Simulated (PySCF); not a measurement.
C₈H₁₁OP.
Atom-mapped SMILES: `[CH2:1]=[P@@:2]1([c:3]2[cH:4][cH:5][cH:6][o:7]2)[CH2:8][C@H:9]1[CH3:10]`

Geometry (GFN2-xTB, Å), atoms numbered from 1 in this order:
```
atom  x, y, z in Å
C1    -1.0932    2.2372   -0.5677
P2    -0.4005    0.7694   -0.0115
C3     1.2874    0.0846    0.2339
C4     1.8594   -1.0688    0.7038
C5     3.2541   -0.8885    0.5797
C6     3.4294    0.3536    0.0475
O7     2.2498    0.9468   -0.1640
C8    -1.4077   -0.1489    1.1859
C9    -1.4272   -0.7262   -0.2328
C10   -2.7064   -0.6169   -1.0173
H11   -0.7889    3.0497    0.0962
H12   -0.7367    2.4443   -1.5797
H13    1.3527   -1.9305    1.0881
H14    4.0191   -1.5884    0.8494
H15    4.3132    0.9014   -0.2153
H16   -2.3139    0.3515    1.4998
H17   -0.9249   -0.7306    1.9597
H18   -0.8950   -1.6650   -0.3547
H19   -3.0655    0.4098   -0.9827
H20   -3.4681   -1.2736   -0.5977
H21   -2.5461   -0.8940   -2.0570
```

NICS is the negative of the GIAO shielding at a point without a nucleus: at the ring centre (0) and 1 Å above and below it (1); zz is the component along the ring normal. Level: GIAO PBE0/pcSseg-1 (PySCF, non-relativistic, gas phase) on the GFN2-xTB geometry, one conformer.

Ring bond lengths (Å), with Mayer bond orders in brackets: P2–C8 1.814 (0.95), C8–C9 1.532 (0.90), C9–P2 1.828 (0.90); C3–C4 1.371 (1.55), C4–C5 1.412 (1.29), C5–C6 1.363 (1.59), C6–O7 1.337 (1.10), O7–C3 1.352 (1.03).

**Question.** Give the NICS values of each ring in ppm.

**Answer.** 
```
          ring                                               type  NICS(0)  NICS(1), two faces  NICS(1)zz, two faces  rms pucker (Å)  centre to ring atoms, mean (Å)
      P2–C8–C9    3-membered ring with P; formal bonds all single    -32.3         -8.0 / -7.4         -22.5 / -16.2            0.00                            1.00
C3–C4–C5–C6–O7  5-membered ring with O; formal bonds all aromatic    -12.5       -10.8 / -10.8         -26.8 / -26.6            0.00                            1.16
```

**Question.** What do they say, and how far can they be read as aromaticity?

**Answer.** 
- P2–C8–C9: mean NICS(1)zz -19.4 ppm, shielded. P2, C8, C9 have four or more neighbours, so the value isn't read as a sign of a π ring current. The two faces differ by 6.3 ppm, so no symmetry operation interchanges them. NICS(0) lies 25 ppm below the mean NICS(1).
- C3–C4–C5–C6–O7: mean NICS(1)zz -26.7 ppm, shielded. The ring is flat and has no four-coordinate atom; by the NICS criterion it is aromatic.

**Question.** How equal are the bonds by HOMA? HOMA = 1 − mean of α(R − Ropt)² over the ring bonds, with Krygowski's 1993 parameters (CC: Ropt 1.388 Å, α 257.7 Å⁻²; CO: Ropt 1.265 Å, α 157.38 Å⁻²).

**Answer.** 
- C3–C4–C5–C6–O7: HOMA 0.52; the largest term is that of O7–C3, α(R − Ropt)² = 1.19.

**Question.** What is the mean of the two in-plane components of NICS at the first NICS(1) probe listed for ring C3–C4–C5–C6–O7, 1 Å off the ring?

**Answer.** The isotropic value is a third of the trace: (3 × -10.8 − (-26.8))/2 = -2.8 ppm.

**Question.** Give the inner angles of the rings and the Hirshfeld charges of the ring atoms.

**Answer.** 
- P2–C8–C9: P2 49.7° (+0.316 e), C8 65.6° (-0.115 e), C9 64.7° (-0.057 e); sum 180.0° against 180° for a flat convex ring.
- C3–C4–C5–C6–O7: C3 109.9° (-0.003 e), C4 105.9° (-0.085 e), C5 106.1° (-0.086 e), C6 110.7° (+0.012 e), O7 107.4° (-0.059 e); sum 540.0° against 540° for a flat convex ring.

**Question.** How shielded are the nuclei of the rings and their hydrogens (means over atoms taken as equivalent)?

**Answer.** 
```tsv
atoms	environment	σ isotropic (ppm)
P2	phosphorus bonded to 4 C	456.4
C3	substituted aromatic carbon	26.6
C4	aromatic CH carbon	72.1
C5	aromatic CH carbon	69.1
C6	aromatic CH next to a ring oxygen	35.3
O7	furan-type oxygen	10.5
C8	sp3 carbon bound to phosphorus	159.0
C9	sp3 carbon bound to phosphorus	155.4
H13	aromatic hydrogen	25.49
H14	aromatic hydrogen	25.01
H15	aromatic hydrogen	24.06
H16	methylene hydrogen	30.49
H17	methylene hydrogen	30.18
H18	methine hydrogen	30.14
```

The list is cut; further classes of hydrogen are left out.

The run took 1.7 min wall (with the writing of density and orbital grids) on one thread, Arm Neoverse N1 (aarch64), no GPU, shared host with 64 logical CPUs at a one-minute load of 55, and the process peaked at 1.1 GiB of memory. This is the whole shielding run at PBE0/pcSseg-1, SCF included.
